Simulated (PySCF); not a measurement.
# How methods differ on the ionisation energy of Be+

Be+ [He] 2s1 (2S) → Be(2+) 1s2 (1S), as a difference of total energies. Computed with PySCF 2.14 in cc-pVDZ (3s2p1d, 14 functions), with the non-relativistic Hamiltonian (point nucleus). The calculations carry no spin-orbit coupling.

| method | ionisation energy (eV) |
| --- | --- |
| UHF | 18.086 |
| BP86 | 18.319 |
| M06-2X | 18.282 |

For comparison: 18.211 eV (measured; NIST Atomic Spectra Database, ionization energies).
